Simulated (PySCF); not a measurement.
# SMILES [TeH]C1CC1, C3H6Te: coupling constants with relativity

Geometry (Å), atoms numbered from 1 in this order:
```xyz
10

Te    2.4876    0.1512    0.3547
C     0.3883   -0.0926    0.6940
C    -0.6571    0.6959   -0.0273
C    -0.5196   -0.7826   -0.2727
H     2.2787    0.2382   -1.2961
H     0.2236   -0.2889    1.7582
H    -1.5152    1.0576    0.5476
H    -0.3351    1.3777   -0.8197
H    -0.1090   -1.1061   -1.2336
H    -1.2816   -1.4556    0.1319
```

[PySCF 2.14 with density-fitted X2C routines: indirect couplings; PBE0/pcJ-1 (dyall-v2z on Te), no solvent, Gaussian nuclear model, structure from PBE0-D3(BJ)/def2-SVP]

Non-relativistic values:
| coupling | atoms | J (Hz) |
| --- | --- | --- |
| 1J(125Te,13C) | Te1 – C2 | 188.0 |
| 1J(125Te,1H) | Te1 – H5 | 13.1 |
| 2J(125Te,13C) | Te1 – C3/C4 | 10.2 |
| 2J(125Te,1H) | Te1 – H6 | -104.8 |
| 3J(125Te,1H) | Te1 – H7/H10 | -1.6 |
| 3J(125Te,1H) | Te1 – H8/H9 | -10.8 |

What do two-component X2C with spin–orbit coupling give?

Results:


```json
{"coupling": "1J(125Te,13C)", "atoms": "Te1 – C2", "with spin–orbit (Hz)": "288.5"}
{"coupling": "1J(125Te,1H)", "atoms": "Te1 – H5", "with spin–orbit (Hz)": "260.6"}
{"coupling": "2J(125Te,13C)", "atoms": "Te1 – C3/C4", "with spin–orbit (Hz)": "16.1"}
{"coupling": "2J(125Te,1H)", "atoms": "Te1 – H6", "with spin–orbit (Hz)": "-139.6"}
{"coupling": "3J(125Te,1H)", "atoms": "Te1 – H7/H10", "with spin–orbit (Hz)": "3.6"}
{"coupling": "3J(125Te,1H)", "atoms": "Te1 – H8/H9", "with spin–orbit (Hz)": "-5.5"}
```

The largest listed coupling, 1J(125Te,13C), ends at 1.53 times its non-relativistic value. Equivalent partners are averaged, as under fast rotation. In the static structure 3J(125Te,1H) spreads over 1.7, 5.4 Hz.
